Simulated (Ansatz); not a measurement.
The cluster Ge₂O₄⁺. Total charge 1; doublet. Geometry PBE-D4/def2-SVP, basis def2-TZVP, Ansatz.

```xyz
6

Ge   -1.096    0.747    1.378
Ge    0.811   -0.454   -1.672
O    -1.273   -0.762    0.234
O    -0.307   -1.437   -0.459
O     0.754    0.978    0.919
O     1.111    0.929   -0.400
```

```tsv
run	HOMO (eV)	LUMO (eV)
A	-12.89	-10.35
B	-11.91	-11.08
C	-13.98	-9.42
D	-12.99	-10.35
E	-12.24	-11.13
F	-15.02	-8.54
```

LC-ωPBE has ω = 0.4 bohr⁻¹. The structure holds 2 bonds between oxygen atoms, so isomers without such links may lie far lower. Another isomer (doublet) lies 1.42 eV lower at PBE0-D4/def2-TZVP; other spin states weren't run for this one.

HOMO and LUMO are taken over both spins.

The runs used CAM-B3LYP, LC-ωPBE, PBE, PBE0, r2SCAN, r2SCAN0. Estimate which is which.

A PBE0 (25 % exact exchange); B PBE (0 % exact exchange); C CAM-B3LYP (range-separated); D r2SCAN0 (25 % exact exchange); E r2SCAN (0 % exact exchange); F LC-ωPBE (range-separated). Exact exchange lowers occupied and raises empty levels; among semilocal functionals meta-GGAs tend to open the gap a little, and such runs are hard to tell apart. The gap grows from 0.82 eV (PBE) to 6.48 eV (LC-ωPBE).
